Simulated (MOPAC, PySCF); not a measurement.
GaI3, SMILES `[I][Ga]([I])[I]`, neutral singlet in the gas phase. 

Cartesian coordinates (Å):
SMILES: [I][Ga]([I])[I]
```xyz
4

I     -1.3215    -2.0802     0.0825
Ga     0.0000     0.0000    -0.1214
I     -1.0891     2.0877    -0.8766
I      2.4106    -0.0075     0.4297
```
Charge 0, spin multiplicity 1.

All levels are single points at this geometry (PBE0-D3(BJ)/def2-SVP); Pople sets use spherical d functions. Orbital energies aren't observables, and empty levels follow the basis.

BP86/6-31G* (LANL2DZ on I) in PySCF gives dipole (D) = 0.00.

**Question.** Estimate the dipole (D) from each of these levels: PBE-D3(BJ)/def2-TZVP in PySCF; PBE0-D3(BJ)/def2-TZVP in PySCF; M06-2X/6-31G* (LANL2DZ on I) in PySCF; PBE/6-31G* (LANL2DZ on I) in PySCF; AM1 in MOPAC; PM3 in MOPAC; PM6 in MOPAC; PM7 in MOPAC.

**Answer.** 
```json
[
 {"level": "PBE-D3(BJ)/def2-TZVP in PySCF", "dipole (D)": "0.00"},
 {"level": "PBE0-D3(BJ)/def2-TZVP in PySCF", "dipole (D)": "0.00"},
 {"level": "M06-2X/6-31G* (LANL2DZ on I) in PySCF", "dipole (D)": "0.00"},
 {"level": "PBE/6-31G* (LANL2DZ on I) in PySCF", "dipole (D)": "0.00"},
 {"level": "AM1 in MOPAC", "dipole (D)": "0.00"},
 {"level": "PM3 in MOPAC", "dipole (D)": "0.00"},
 {"level": "PM6 in MOPAC", "dipole (D)": "0.00"},
 {"level": "PM7 in MOPAC", "dipole (D)": "0.00"}
]
```
